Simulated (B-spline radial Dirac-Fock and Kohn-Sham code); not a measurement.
# How core holes in Re⁵⁺ decay

System: Re⁵⁺ in the configuration [Xe] 4f14 5d2, inside a Watson sphere of charge -5 and radius 2.7 Å (a model of the Madelung potential; inside it an electron's potential energy is raised by 26.7 eV).

The run's input, task.json:

```json
{"items": [{
  "Z": 75,
  "q": 5,
  "cfg": [[1, 0, 2], [2, 0, 2], [2, 1, 6], [3, 0, 2], [3, 1, 6], [3, 2, 10], [4, 0, 2], [4, 1, 6], [4, 2, 10], [4, 3, 14], [5, 0, 2], [5, 1, 6], [5, 2, 2]],
  "A": 187,
  "rrms": 5.3698,
  "watson": [-5, 2.7],
  "do": ["binding", "quiet", "decay"],
  "holes": ["K", "L1", "L2", "L3", "M1", "M2", "M3", "M4", "M5", "N1", "N2", "N3", "N4", "N5", "N6", "N7"]
}]}
```

Run with: `python xray_run.py task.json out`

Calculated with a B-spline atomic structure program, using independent-particle rates on relativistic LDA orbitals of the hole state (multipoles up to L = 3, Coulomb Auger matrix elements, transition energies from Dirac-Fock).

Partial widths are in eV. Coster-Kronig decay leaves a hole in the same principal shell; its rates are the weakest part of the model, often 1.5 to 2.5 times too large and more for N holes. Holes without an open Auger channel, or with an unreliable SCF state, are not listed.

| hole | radiative | Auger | Coster-Kronig | total | fluorescence yield | lifetime (fs) |
| --- | --- | --- | --- | --- | --- | --- |
| K | 39.4 | 1.59 | 0 | 41.0 | 0.961 | 0.0161 |
| L1 | 0.875 | 1.92 | 3.01 | 5.81 | 0.151 | 0.113 |
| L2 | 1.49 | 2.82 | 0.689 | 4.99 | 0.298 | 0.132 |
| L3 | 1.33 | 3.61 | 0 | 4.94 | 0.269 | 0.133 |
| M1 | 0.0320 | 1.05 | 16.1 | 17.2 | 0.00186 | 0.0383 |
| M2 | 0.0332 | 1.16 | 11.1 | 12.3 | 0.00271 | 0.0537 |
| M3 | 0.0348 | 1.42 | 7.81 | 9.26 | 0.00376 | 0.0711 |
| M4 | 0.0421 | 1.83 | 0.0237 | 1.90 | 0.0222 | 0.347 |
| M5 | 0.0398 | 1.91 | 0 | 1.95 | 0.0204 | 0.337 |
| N1 | 0.00110 | 0.112 | 11.7 | 11.8 | 9.32e-05 | 0.0559 |
| N2 | 0.00179 | 0.116 | 11.7 | 11.9 | 0.000151 | 0.0555 |
| N3 | 0.00112 | 0.127 | 9.23 | 9.35 | 0.000120 | 0.0704 |
| N4 | 0.00145 | 0.105 | 6.93 | 7.03 | 0.000206 | 0.0936 |
| N5 | 0.00128 | 0.124 | 6.58 | 6.70 | 0.000191 | 0.0982 |
